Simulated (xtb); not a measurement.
xtb input (GFN1-xTB):

```bash
xtb mol.xyz --gfn 1 --opt tight --chrg 0 --uhf 0
```
mol.xyz:
```
8

Cl    -1.43905531    -1.51309021     1.65579091
Si    -1.13711694    -0.23125227     0.09327574
Cl    -2.15465403     1.50942779     0.42551083
Cl    -1.79493723    -1.09221146    -1.63928038
Si     1.13711694     0.23125227    -0.09327574
Cl     1.79493723     1.09221146     1.63928038
Cl     2.15465403    -1.50942779    -0.42551083
Cl     1.43905531     1.51309021    -1.65579091
```

End of the output:

```

 dipole moment from electron density (au)
     X       Y       Z
  -0.0000   0.0000  -0.0000  total (Debye):    0.000

           -------------------------------------------------
          |                Geometry Summary                 |
           -------------------------------------------------

      molecular mass/u    :      268.8886229
   center of mass at/Å    :        0.0000000      -0.0000000       0.0000000
  moments of inertia/u·Å² :        0.7736140E+03   0.1232888E+04   0.1232888E+04
rotational constants/cm⁻¹ :        0.2179076E-01   0.1367328E-01   0.1367328E-01

 * 7 selected distances

     #   Z          #   Z                                           value/Å
     1  17 Cl       2  14 Si                                      2.0371471
     2  14 Si       3  17 Cl                                      2.0371471 (min)
     2  14 Si       4  17 Cl                                      2.0371471
     2  14 Si       5  14 Si                                      2.3661823 (max)
     5  14 Si       6  17 Cl                                      2.0371471
     5  14 Si       7  17 Cl                                      2.0371471
     5  14 Si       8  17 Cl                                      2.0371471

 * 2 distinct bonds (by element types)

   Z      Z             #   av. dist./Å        max./Å        min./Å
  14 Si  14 Si          1     2.3661823     2.3661823     2.3661823
  14 Si  17 Cl          6     2.0371471     2.0371471     2.0371471

optimized geometry written to: xtbopt.xyz

           -------------------------------------------------
          | TOTAL ENERGY              -29.650972451841 Eh   |
          | GRADIENT NORM               0.000214630366 Eh/α |
          | HOMO-LUMO GAP               5.766139212035 eV   |
           -------------------------------------------------

------------------------------------------------------------------------
------------------------------------------------------------------------
 total:
 SCF:
 ANC optimizer:
Note: The following floating-point exceptions are signalling: IEEE_UNDERFLOW_FLAG IEEE_DENORMAL
normal termination of xtb
```
